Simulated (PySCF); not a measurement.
One molecule, one basis, several functionals.

Species: C4H9B.
Z-matrix (Å and degrees, PBE0-D3(BJ)/def2-SVP geometry), rows numbered from 1:
```
B 
C   1  1.5493
C   2  1.5524  1  123.66
C   3  1.5409  2   88.62  1  -147.57
C   4  1.5406  3   89.44  2    16.03
H   1  1.2126  2  120.36  3   -37.30
H   1  1.2122  2  121.05  3   145.82
H   2  1.1149  1  101.43  3   121.82
H   3  1.1016  2  111.79  1   -34.20
H   3  1.1003  2  117.63  1    91.53
H   4  1.1014  3  111.46  2   -96.93
H   4  1.1006  3  117.61  2   137.26
H   5  1.1016  2  111.70  1    33.53
H   5  1.1005  2  117.69  1   -92.13
```

PySCF, pcSseg-1 basis, density fitting, gas phase, PBE0-D3(BJ)/def2-SVP geometry. One functional is left out:

```json
{"functional": "B97-D", "exact exchange (%)": "0", "HOMO energy (eV)": "-6.86", "LUMO energy (eV)": "-2.06", "dipole moment (D)": "0.786"}
{"functional": "BLYP", "exact exchange (%)": "0", "HOMO energy (eV)": "-6.77", "LUMO energy (eV)": "-2.15", "dipole moment (D)": "0.792"}
{"functional": "BP86", "exact exchange (%)": "0", "HOMO energy (eV)": "-6.96", "LUMO energy (eV)": "-2.33", "dipole moment (D)": "0.820"}
{"functional": "LDA", "exact exchange (%)": "0", "HOMO energy (eV)": "-6.93", "LUMO energy (eV)": "-2.58", "dipole moment (D)": "0.867"}
{"functional": "OPBE", "exact exchange (%)": "0", "HOMO energy (eV)": "-6.82", "LUMO energy (eV)": "-2.06", "dipole moment (D)": "0.830"}
{"functional": "PBE", "exact exchange (%)": "0", "HOMO energy (eV)": "-6.86", "LUMO energy (eV)": "-2.29", "dipole moment (D)": "0.827"}
{"functional": "B97-2", "exact exchange (%)": "21", "HOMO energy (eV)": "-7.93", "LUMO energy (eV)": "-1.23", "dipole moment (D)": "0.723"}
{"functional": "PBE0", "exact exchange (%)": "25", "HOMO energy (eV)": "-8.18", "LUMO energy (eV)": "-1.27", "dipole moment (D)": "0.731"}
{"functional": "mPW1PW91", "exact exchange (%)": "25", "HOMO energy (eV)": "-8.22", "LUMO energy (eV)": "-1.24", "dipole moment (D)": "0.719"}
{"functional": "BHandHLYP", "exact exchange (%)": "50", "HOMO energy (eV)": "-9.46", "LUMO energy (eV)": "-0.23", "dipole moment (D)": "0.632"}
```

Problem. Predict the row of B3LYP (20 % exact exchange) by straight lines through the other rows, and check it.

Solution. 
```json
{"property": "HOMO energy (eV)", "line": "-7.91", "computed": "-7.99", "computed − line": "-0.08", "B97-2 (21 %), for comparison": "-7.93"}
{"property": "LUMO energy (eV)", "line": "-1.42", "computed": "-1.51", "computed − line": "-0.09", "B97-2 (21 %), for comparison": "-1.23"}
{"property": "dipole moment (D)", "line": "0.742", "computed": "0.718", "computed − line": "-0.024", "B97-2 (21 %), for comparison": "0.723"}
```

Problem. Which of these properties follows the share of exact exchange most closely, and which least?

Solution. Most closely the HOMO energy, least the dipole moment; the correlations over the tabulated rows are HOMO energy -0.998, LUMO energy 0.976, dipole moment -0.947. The HOMO energy moves by -0.521 eV for every 10 %. Functionals with the same share still differ in their other parts: at 0 % BLYP and BP86 differ by 0.19 eV in it.
